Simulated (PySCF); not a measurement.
## How methods differ on the ionisation energy of Mn

Mn [Ar] 3d5 4s2 (6S) → Mn+ [Ar] 3d5 4s1 (7S), as a difference of total energies. All numbers are calculated (PySCF 2.14, scalar relativity by spin-free X2C-1e, in jorge-DZP-DKH (8s6p2d1f, 43 functions)). Correlated levels: valence: [Ar] frozen. The calculations carry no spin-orbit coupling.

```tsv
method	ionisation energy (eV)	error (eV)
UHF	5.951	-1.483
M06-2X	7.969	+0.535
MN15	7.099	-0.335
MP2 (valence)	6.671	-0.763
SCS-MP2 (valence)	6.826	-0.608
```

Reference: 7.434 eV (measured; NIST Atomic Spectra Database, ionization energies).

Errors of the correlated levels include the incompleteness of this basis and the frozen core.

MP2 underrates the near-degeneracy of ns² with np² in the lower species.
